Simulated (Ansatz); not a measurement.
Harmonic frequencies (cm⁻¹) at PBE0-D4/def2-TZVP from Ansatz: 158, 376, 452, 634, 718, 746, 822, 866, 890, 946, 962, 1059, 1085, 1122, 1180, 1327, 1397, 1421, 1778, 2687, 3093, 3142, 3184, 3280.

**Question.** Which molecule is it?
A. `OCB1C=C1`
B. `C#CBCO`
C. `C=C1CBO1`
D. `BC1OC1=C`

**Answer.** C.
